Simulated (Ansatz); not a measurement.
Input file for Ansatz (an electronic-structure program): R-PBE0/def2-TZVPP on H5NO2Sn (SMILES [NH2][SnH]([OH])[OH]), a point of a torsion scan. Elements past Kr take the def2 small-core potentials; no spin–orbit coupling.

Ansatz 0.2 input:
```yaml
crystal:
  periodic: [false, false, false]
  atoms:
    - {symbol: N, position_ang: [1.58380939, -0.66497821, 0.23454242]}
    - {symbol: Sn, position_ang: [-0.23548066, 0.13826920, 0.44426654]}
    - {symbol: O, position_ang: [-1.59050423, -1.01968020, -0.35801933]}
    - {symbol: O, position_ang: [-0.34041141, 1.70581985, -0.67266784]}
    - {symbol: H, position_ang: [2.19241070, -0.04847790, -0.29139609]}
    - {symbol: H, position_ang: [1.55642534, -1.53710580, -0.28241411]}
    - {symbol: H, position_ang: [-0.56220029, 0.49188885, 2.03506439]}
    - {symbol: H, position_ang: [-1.77815507, -1.84655396, 0.08076816]}
    - {symbol: H, position_ang: [-1.13815781, 1.74275897, -1.20013938]}
basis:
  gaussian:
    orbitals: def2-TZVPP
hamiltonian:
  xc: {name: PBE0}
scf: {lower_state_search: off}
```

The head of its log:

```
WARN ansatz: RAYON_NUM_THREADS=1 ignored (pool sized by the plan → 1); use --threads N
Functional definition: PBE0
these checks for a lower state are left out or cut short: stability, starts, cluster_reference, orbital_swaps, neighbouring_geometries, increment
integrals: 0.12 GiB planned
1213 factors; their error is unknown
mean field: 1.08 GiB planned
mean field evaluation 1: about -11479.0727 eV, gradient 9.6e1 eV
mean field evaluation 2: about -11446.4816 eV, gradient 1.6e2 eV
```

Task: What total energy does the run end on?

Result: -422.4193 hartree.
